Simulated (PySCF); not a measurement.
C6H6O, SMILES C#C[C@H]1COC1=C. Geometry: PBE-D3(BJ)/def2-SVP. The structure was generated by enumeration; whether it is a known compound was not checked.

### Question
Give the equilibrium geometry at PBE-D3(BJ)/def2-SVP (PySCF confirms it by a frequency run) as bond lengths and angles. (Estimate from the structure and the level; the computed values follow.)

### Answer

Atoms: C1 C2 C3 C4 O5 C6 C7 H8 H9 H10 H11 H12 H13. Bonded distances (Å): C1–C2 1.223, C1–H8 1.081, C2–C3 1.452, C3–C4 1.558, C3–C6 1.530, C3–H9 1.112, C4–O5 1.452, C4–H10 1.109, C4–H11 1.109, O5–C6 1.383, C6–C7 1.339, C7–H12 1.099, C7–H13 1.097. Angles (°): C2–C1–H8 179.6, C1–C2–C3 179.7, C2–C3–C4 119.3, C2–C3–C6 119.2, C2–C3–H9 110.2, C4–C3–C6 82.5, C4–C3–H9 111.7, C6–C3–H9 111.4, C3–C4–O5 90.7, C3–C4–H10 116.3, C3–C4–H11 114.3, O5–C4–H10 112.0, O5–C4–H11 111.6, H10–C4–H11 110.5, C4–O5–C6 91.8, C3–C6–O5 94.5, C3–C6–C7 136.5, O5–C6–C7 129.0, C6–C7–H12 120.9, C6–C7–H13 119.5, H12–C7–H13 119.7.
Charge 0, spin multiplicity 1.
